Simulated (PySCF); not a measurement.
Vertical excitations of a molecule CH3Cl2NSi2 from PySCF 2.14.0 with TDA-ωB97X/def2-SVPD, as energy in eV (oscillator strength): 3.76 (0.001), 5.44 (0.003), 6.17 (0.008), 6.20 (0.006), 6.46 (0.058), 6.75 (0.060), 6.80 (0.036), 7.05 (0.065), 7.40 (0.023), 7.61 (0.063). Lowest triplet (TDA): 3.01 eV. Geometry optimised at r2SCAN-D4/def2-SVP. The values are those of a single conformer.

Q: Which structure fits?
(A) Cl[Si@H]1C=N[Si@@H]1Cl
(B) Cl[Si]1(Cl)N=C[SiH2]1
(C) Cl[Si]1(Cl)C=N[SiH2]1

A: C, Cl[Si]1(Cl)C=N[SiH2]1
